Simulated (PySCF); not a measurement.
How methods differ on the ionisation energy of Ar(2+)

Ar(2+) [Ne] 3s2 3p4 (3P) → Ar(3+) [Ne] 3s2 3p3 (4S), as a difference of total energies. All numbers are calculated (PySCF 2.14, scalar relativity by spin-free X2C-1e, in aug-cc-pCVTZ-DK (8s7p5d3f, 75 functions)). Correlated levels: nothing frozen. The calculations carry no spin-orbit coupling.

| method | ionisation energy (eV) |
| --- | --- |
| UHF | 39.387 |
| MP2 (all electrons) | 40.255 |
| SCS-MP2 (all electrons) | 40.332 |
| CCSD (all electrons) | 40.366 |
| CCSD(T) (all electrons) | 40.394 |

Task: How much does correlation contribute at CCSD(T) (all electrons)?

Result: 40.394 − (39.387) = 1.007 eV, measured against UHF.

A first-order spin-orbit estimate (lowest level to lowest level, LS coupling) adds 0.063 eV.

Errors of the correlated levels include the incompleteness of this basis.

For comparison: 40.735 ± 0.012 eV (semi-empirical (NIST evaluation); NIST Atomic Spectra Database, ionization energies).
